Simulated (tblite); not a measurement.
Species: C7H10NP.
SMILES with atom numbers: `[CH3:1][CH:2]([CH3:3])[c:4]1[n:5][cH:6][cH:7][cH:8][p:9]1` (hydrogens: H10, H11, H12 on C1; H13 on C2; H14, H15, H16 on C3; H17 on C6; H18 on C7; H19 on C8)

Structure optimised with GFN2-xTB, isolated species.

Entries marked ? are missing. Bonds in one row agree within 0.01 Å.

| coordinate | value |
| --- | --- |
| C1–C2, C2–C3 | 1.528 Å |
| C2–C4 | ? |
| C4–N5 | 1.312 Å |
| N5–C6 | ? |
| C6–C7 | 1.388 Å |
| C7–C8 | ? |
| C8–P9 | 1.736 Å |
| C4–P9 | 1.761 Å |
| C1–H10 and 5 like bonds | 1.088 Å |
| C2–H13 | 1.097 Å |
| C6–H17 | 1.084 Å |
| C7–H18 | 1.082 Å |
| C8–H19 | 1.084 Å |
| C1–C2–C3 | 110.7° |
| C1–C2–C4 | 109.7° |
| C2–C4–N5 | 116.1° |
| C2–C4–P9 | 117.1° |
| N5–C4–P9 | ? |
| C4–N5–C6 | ? |
| N5–C6–C7 | 125.5° |
| C6–C7–C8 | 121.8° |
| C7–C8–P9 | 124.3° |
| C4–P9–C8 | ? |

Task: Fill in the missing values.

Result: 
- C2–C4 = 1.510 Å, drawn single (benzylic-type carbon to substituted aromatic carbon); 0.02 Å above the sum of covalent radii, 1.49 Å.
- N5–C6 = 1.319 Å, aromatic (pyridine-type nitrogen to aromatic CH next to a ring nitrogen); 0.12 Å below the sum of covalent radii, 1.44 Å.
- C7–C8 = 1.380 Å, aromatic (both ends aromatic CH carbon); 0.08 Å below the sum of covalent radii, 1.46 Å.
- N5–C4–P9 = 126.8°, at the substituted aromatic carbon, inside a 6-membered ring; the outer atoms are 2.755 Å apart.
- C4–N5–C6 = 123.0°, at the pyridine-type nitrogen, inside a 6-membered ring; the outer atoms are 2.312 Å apart.
- C4–P9–C8 = 98.5°, at the phosphorus bonded to 2 C, inside a 6-membered ring; the outer atoms are 2.650 Å apart.

Radii are Cordero's, carbon taken as 0.76, 0.73 or 0.69 Å for four, three, and two or fewer neighbours.

Its GFN2-xTB frequencies are all real (lowest 21 cm⁻¹). The numbers are those of one conformer (C1–C2–C4–N5 -61°).

These are computed values.
